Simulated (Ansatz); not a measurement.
Question: Name a neutral molecule of C, Cl, Si and H with size of the dipole moment (ωB97M-V/def2-TZVPP) between 1.70 and 2.00 D and LUMO energy (B3LYP/def2-TZVPP) between -0.05 and 0.25 eV (Ansatz, PBE0-D4/def2-TZVP geometry).

Answer: `C[SiH2]Cl` (1.83 D, 0.24 eV); `CC(C)[SiH2]Cl` (1.89 D, 0.16 eV); `C[Si](Cl)(Cl)Cl` (1.92 D, 0.00 eV). Other molecules can fit too; these were computed, each in one conformer that needn't be the lowest.

B3LYP here is the variant with VWN-RPA as its local correlation; programs differ in this.
